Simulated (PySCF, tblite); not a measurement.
Compound: C3H8BNO3.
SMILES: `COB(NC=O)OC`

Jobs on this species (16 atoms, 62 electrons) with PySCF (density fitting) and tblite. Hardware of each: Arm Neoverse V1, one thread, no GPU (shared host). The host was shared with other jobs, so the times are rough.

Question: Rank these jobs by wall time, shortest first.
A. PBE0/pcSseg-1; shieldings, charges and field gradients; 176 basis functions
B. GFN2-xTB; L-BFGS relaxation
C. CAM-B3LYP/def2-SVPD; 8 singlets by full TDDFT, 3 Tamm–Dancoff triplets, polarisability, density and orbital grids written; 233 basis functions

Answer: B (0.61 s), A (23 s), C (60 s).

All jobs:

| level and settings | work | basis functions | SCF cycles | wall time |
| --- | --- | --- | --- | --- |
| GFN2-xTB | L-BFGS relaxation | – | – | 0.61 s |
| PBE0/pcSseg-1 | shieldings, charges and field gradients | 176 | 14 | 23 s |
| CAM-B3LYP/def2-SVPD | 8 singlets by full TDDFT, 3 Tamm–Dancoff triplets, polarisability, density and orbital grids written | 233 | 14 | 60 s |

Question: What do all jobs in the table cost together?

Answer: About 84 s; the longest takes about 72 % of that, and about 98 times as long as the shortest.
